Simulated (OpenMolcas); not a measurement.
Pt2+ with 6 ligands (sulfide) in octahedral coordination (Oh). A charge of +1.67 e stands 2.4 Å behind each ligand. Ligand basis ANO-RCC-VDZP.

| Item | Value |
| --- | --- |
| Program | OpenMolcas 26.06 |
| Method | SS-CASPT2, IPEA 0.25 Eh, imaginary shift 0.1 Eh (closed shells correlated: 5s 5p and the ligand valence shells) |
| Basis | ANO-RCC-VDZP [7s6p4d2f] |
| Scalar Hamiltonian | DKH2, point nucleus |
| Active space | 8 electrons in 5 orbitals (5d) |
| State averaging | 2S+1 = 3 even, 10 roots; 2S+1 = 1 even, 15 roots |
| Spin-orbit coupling | RASSI with atomic mean-field integrals over the reference wave functions |

All ligands move together. At R = 2.43 Å the first state of the same spin is 4490 cm-1, and at R = 2.71 Å it is 3720 cm-1.

**Question.** A third run gives 4340 cm-1. What distance was it run at?

**Answer.** With a power law R^-n the two known points give n = -ln(3720 / 4490) / ln(2.71 / 2.43) = 1.73. Then R = 2.43 × (4490 / 4340)^(1/1.73) = 2.478 Å. The run was at 2.58 Å, so the estimate is off by -0.102 Å.

Roots that are degenerate in the reference are averaged as groups; the widest CASPT2 spread within a group is 450 cm-1 (the 3-fold group of multiplicity 3 near 5950 cm-1 above the lowest state of its run, R = 2.71). Shifts and gaps below about the spread of the groups concerned are not significant. Over all roots computed the reference weight is 0.58 to 0.62 in R = 2.43, 0.60 to 0.63 in R = 2.58, 0.61 to 0.63 in R = 2.71; a low but even weight reflects the number of correlated electrons. Real 4d8 and 5d8 ions are as a rule square planar and diamagnetic. The sulfide ions are held by bare point charges, a crude embedding. Ligand-to-metal charge-transfer states are missing. With no ligand orbital active B as a rule stays too high, so bands that hang on it stand too high and its fall with covalency is understated. With one d shell and no ligand orbital active, 10Dq can be off by a tenth or more. Spin-orbit coupling mixes the spin-free states strongly: the lowest level takes only 64 % from its leading state, 3A2 (figures for R = 2.43; the like holds for R = 2.58, R = 2.71). The least metal-like active orbital is 71 % on the metal (Löwdin) and no ligand orbital is active, so the numbers are rough (holds for R = 2.43). The least metal-like active orbital is 81 % on the metal (Löwdin) and no ligand orbital is active, so the numbers are rough (holds for R = 2.58). No measured value stands beside these numbers; the geometry was imposed, not optimised, and the real ion may take another.
